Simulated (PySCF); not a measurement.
## Dipole response of Ga+ (gallium, charge +1)

[Ar] 3d10 4s2, closed-shell 1S. Calculation: PySCF 2.14, in aug-cc-pV5Z-PP with ECP10MDF (8s7p6d4f3g2h, 136 functions); a scalar-relativistic core potential. Coupled (time-dependent) response in atomic units; α is the mean over directions.

| method | mean α (bohr³) | C₆ (like pair) | S(−4) |
| --- | --- | --- | --- |
| PW91 | 17.39 | 86.92 | 142.6 |
| M06-L | 17.71 | 89.93 | 145.3 |

S(−4) is the Cauchy moment in α(ω) = α(0) + S(−4) ω² + …

α(iu) at PW91:

```tsv
u (hartree)	α(iu) (bohr³)
0	17.39
0.0500	17.04
0.100	16.09
0.200	13.20
0.300	10.30
0.500	6.348
0.750	3.919
1.00	2.720
1.50	1.610
2.00	1.104
3.00	0.6347
5.00	0.2949
```

For an ion, C₆ is the dispersion term alone; charge-induced terms of lower order in 1/R come first.

Energies and moments cover only the electrons outside the core potential.
